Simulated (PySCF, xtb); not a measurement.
CdFHO, SMILES [OH][Cd][F].

GFN2-xTB in xtb 6.7.1 at its own geometry gives an orbital gap of 3.45 eV and a dipole moment of 5.61 D.

Geometry: PBE-D3(BJ)/def2-TZVP. The def2 effective core potentials stand for the cores of Cd; spin–orbit coupling is left out. One conformer was computed; it need not be the lowest.

Q: What does M06-2X/def2-TZVPD run with PySCF give? (An estimate is asked for; the answer gives what the named calculation found.)

A: gap 8.88 eV (levels -10.31 and -1.43 eV), dipole 2.04 D.
